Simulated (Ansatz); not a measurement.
Geometry optimisation, Ansatz, RKS PBE-D4/def2-SVP.

input.yaml

```yaml
crystal:
  periodic: [false, false, false]
  atoms:
    - { symbol: B, position_ang: [0.245169, 0.554918, -0.069539] }
    - { symbol: O, position_ang: [-0.406986, -0.556024, 2.200468] }
    - { symbol: H, position_ang: [-1.246292, -0.901709, 1.839752] }
    - { symbol: Cl, position_ang: [1.63267, -0.413829, -0.596797] }
    - { symbol: H, position_ang: [-0.859013, 0.308138, -0.501652] }
    - { symbol: O, position_ang: [0.376755, 1.714782, 0.668858] }
    - { symbol: C, position_ang: [1.609015, 2.173837, 1.218105] }
    - { symbol: H, position_ang: [2.344478, 1.348483, 1.333171] }
    - { symbol: H, position_ang: [2.044422, 2.955876, 0.560937] }
    - { symbol: H, position_ang: [1.398267, 2.623659, 2.208196] }
    - { symbol: H, position_ang: [-0.571385, 0.420469, 2.194202] }
basis:
  gaussian: { orbitals: def2-SVP }
hamiltonian:
  xc: pbe
  dispersion: d4
relax:
  f_tol: 0.03
  max_steps: 50
output:
  orbitals: {}
```

Launched with:

```bash
$ ansatz run input.yaml --threads 2 --pin off --max-ram 3072MiB --backend cpu --events-out ev --progress --plain --runs-dir out
```

Problem. Where does it end, and by what steps?

Solution. The forces met the threshold. The force dipped under the threshold on the way, but the program's further checks kept it going. After 38 steps the energy has fallen by 0.113 eV; H11 moved furthest, 1.13 Å.

```
step  energy less start (eV)  largest force component (eV/Å)  accepted
   0                  0.0000                           0.686       yes
   2                 -0.0188                           0.231       yes
   4                 -0.0252                           0.158       yes
   6                 -0.0300                           0.220       yes
   8                 -0.0356                           0.556       yes
  10                 -0.0453                           0.103       yes
  12                 -0.0495                           0.401       yes
  14                 -0.0689                           0.164       yes
  16                 -0.0418                           1.270        no
  18                 -0.0830                           0.075       yes
  20                 -0.0853                           0.069       yes
  22                 -0.0840                           0.454        no
  24                 -0.0906                           0.097       yes
  26                 -0.0941                           0.105       yes
  28                 -0.1027                           0.099       yes
  30                 -0.1037                           0.137       yes
  32                 -0.1092                           0.135       yes
  34                 -0.1046                           0.209        no
  36                 -0.1124                           0.028       yes
  38                 -0.1129                           0.013       yes
```

```xyz
11
Properties=species:S:1:pos:R:3
B 0.051 0.607 0.263
O -0.562 0.039 1.982
H -0.175 -0.864 1.951
Cl 1.262 -0.792 0.037
H -0.982 0.490 -0.372
O 0.520 1.877 0.447
C 1.746 2.172 1.088
H 2.566 1.513 0.728
H 2.007 3.228 0.873
H 1.659 2.049 2.191
H -1.524 -0.091 1.867
```

Whether the end is a true minimum wasn't checked by a vibrational analysis.

Time of the run: 88 s on 2 threads of Intel(R) Xeon(R) Platinum 8259CL CPU @ 2.50GHz (Skylake/Cascade Lake) (shared host), peak memory 0.17 GiB.
